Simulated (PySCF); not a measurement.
C₆ coefficients of unlike pairs at BHandHLYP

Calculated with PySCF 2.14 from the dipole response of each species, C₆(A,B) = (3/π) ∫ α_A(iu) α_B(iu) du, in atomic units, from isotropic polarisabilities. For ions this is the dispersion term alone; charge-induced terms of lower order in 1/R come first.

```
species           configuration                                                                      basis      relativity  α (bohr³)  C₆ (like pair)
    Sn+  [Kr] 4d10 5s2 5p1 (2P)         def2-TZVPPD with the def2 core potential (28 electrons) (7s5p4d2f)  core potential      27.06           208.6
      C       [He] 2s2 2p2 (3P)  x2c-TZVPPall with one added diffuse shell each of s, p, d type (6s4p3d1f)   spin-free X2C      11.97           47.13
    Ba+           [Xe] 6s1 (2S)                                                   aug-cc-pVDZ-X2C (8s7p5d)   spin-free X2C      130.7            1424
      S       [Ne] 3s2 3p4 (3P)                                                       dyall-av2z (13s9p2d)            none      18.01           124.4
```

(1) Estimate C₆ for C with Sn+.

No spin-orbit coupling is included.

The other pairs:

```csv
pair,C₆
"S, C",76.42
"S, Sn+",159.6
"S, Ba+",348.4
"Ba+, C",221.7
"Ba+, Sn+",479.2
```

## Answers

(1) The integral gives 98.80. The combination rule 2 C_A C_B / (C_A α_B/α_A + C_B α_A/α_B) gives 98.89 and the geometric mean 99.14.
